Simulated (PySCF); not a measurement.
# How methods differ on the excitation energy of Be⁺

Be⁺ [He] 2s1 (2S) → Be⁺ [He] 3d1 (2D), as a difference of total energies. Computed with PySCF 2.14 in aug-cc-pCVDZ, with no relativity, point nucleus. Correlated levels: valence and next inner shell: nothing frozen. The calculations carry no spin-orbit coupling.

```csv
method,excitation energy (eV)
UHF,12.382
MP2 (valence and next inner shell),12.409
SCS-MP2 (valence and next inner shell),12.406
CCSD (valence and next inner shell),12.411
CCSD(T) (valence and next inner shell),12.411
CCSDT (valence and next inner shell),12.411
FCI (valence and next inner shell),12.411
```

**Question.** How much does correlation contribute at CCSD(T) (valence and next inner shell)?

**Answer.** 12.411 − (12.382) = 0.029 eV, measured against UHF.

Errors of the correlated levels include the incompleteness of this basis.

The promoted electron is Rydberg-like, and one or two diffuse shells describe it only roughly, which tends to raise the upper state.

For comparison: 12.157 eV (measured; NIST levels, between the centres of gravity of the two terms).
